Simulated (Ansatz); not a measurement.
## Counterpoise correction, worked out

The pair of N2 (SMILES N#N, atoms 1–2) and SiH4O (SMILES [SiH3]O, atoms 3–8), both closed shells, in one local arrangement (a lower one may exist), relaxed at PBE0-D4/def2-TZVP:

N1  (-1.276, -1.678, -3.114)
N2  (-0.708, -1.374, -2.236)
Si3  (0.278, 0.788, 1.162)
O4  (0.951, -0.477, 0.353)
H5  (-1.094, 0.469, 1.645)
H6  (1.163, 1.059, 2.318)
H7  (0.185, 2.004, 0.306)
H8  (0.501, -0.791, -0.433)
(Å)

Program: Ansatz 0.2.0. Basis: def2-TZVPPD. Cores are frozen in the correlated methods.

MP2 total energies in eV:

| system | geometry | basis functions | energy |
| --- | --- | --- | --- |
| pair | pair | all | -12951.35874 |
| N2 | as in the pair | all (partner as ghosts) | -2975.87940 |
| SiH4O | as in the pair | all (partner as ghosts) | -9975.40978 |
| N2 | as in the pair | its own | -2975.86859 |
| SiH4O | as in the pair | its own | -9975.40343 |
| N2 | free (PBE0-D4 minimum) | its own | -2975.87102 |
| SiH4O | free (PBE0-D4 minimum) | its own | -9975.40501 |

**Question.** Work out the interaction energy with and without the counterpoise correction, the superposition error, and the binding energy from the relaxed fragments.

**Answer.** Without correction: -12951.35874 − (-2975.86859) − (-9975.40343) = -0.08672 eV.
With correction (each fragment in the whole basis): -12951.35874 − (-2975.87940) − (-9975.40978) = -0.06956 eV = -1.60 kcal/mol.
The superposition error is the difference, 0.01716 eV, 20 % of the uncorrected value: each fragment borrows its partner's functions.
Deformation from the free shapes: 0.00243 eV for N2 and 0.00158 eV for SiH4O.
Binding energy from relaxed fragments: -0.06956 + 0.00243 + 0.00158 = -0.06555 eV = -1.51 kcal/mol (electronic, without zero-point energy; negative means bound). For comparison, the corrected interaction energy by CCSD(T) at an estimated basis limit (MP2 extrapolated from triple and quadruple zeta, plus CCSD(T) − MP2 in triple zeta) is -0.071 eV.

T1 diagnostic: at most 0.014.

For scale, one of the runs: CCSD(T)/def2-TZVPPD, 230 basis functions, launched by `ansatz run in.yaml --threads 4 --pin off --events-out ev --progress --plain --max-ram 9574MiB`. Time: 72 s of wall clock on 4 CPU threads of an Arm Neoverse V1; the host was shared. Peak host memory: 4 GiB.
